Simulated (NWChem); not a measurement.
Species: CH5BO3; SMILES OB(CO)O

```xyz
10

O      0.0548     1.8959    -0.0369
C     -0.8157     0.7485     0.1192
B      0.0299    -0.6089     0.0219
O     -0.5196    -1.8589    -0.0620
O      1.3845    -0.5029     0.0446
H      0.2031     2.0179    -0.9873
H     -1.2559     0.8539     1.1199
H     -1.6619     0.8013    -0.5843
H     -1.4857    -1.8380    -0.0794
H      1.5879     0.4458     0.1412
```
Atoms are numbered in this order, from 1.

Results from NWChem. Coordinates come from a B3LYP/6-31G* (spherical d) optimisation. Vertical excitations in the gas phase; the lowest state need not have the same character in each row.

| level | lowest excitation, singlet (eV) | oscillator strength of that lowest state | orbital gap (eV) |
|---|---|---|---|
| PBE/def2-SVP, full TDDFT | 6.32 | 0.002 | 6.16 |
| B3LYP/def2-SVP, full TDDFT | … | 0.002 | … |
| LRC-wPBEh/def2-SVP, full TDDFT | 7.26 | 0.003 | 12.46 |
| PBE0/def2-SVP, full TDDFT | 7.14 | 0.002 | 8.85 |

Q: Complete the blanks.

A: 
- B3LYP/def2-SVP, full TDDFT, lowest excitation, singlet (eV): 6.87
- B3LYP/def2-SVP, full TDDFT, orbital gap (eV): 8.20
